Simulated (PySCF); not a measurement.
HSSi, SMILES [Si]=[SH+] (connectivity only; charge and spin as stated), charge +1, multiplicity 1.

Geometry: B3LYP-D3(BJ)/def2-TZVP. The isomer is the one that the SMILES or the coordinates give; other isomers of the formula were not compared.

The numbers are results of PySCF with PBE/def2-TZVPD, not measurements.

Isolated molecule, no solvent.

* **total energy**: -687.67288 hartree
* **point group**: Cs
* **highest occupied level**: -13.71 eV
* **lowest empty level**: -10.49 eV
* **orbital gap**: 3.22 eV
* **dipole moment about the centre of nuclear charge**: 2.27 D
* **mean static polarisability**: 40.3 bohr³ (5.97 Å³)
* **polarisability, principal values**: 32.0, 34.2, 54.7 bohr³
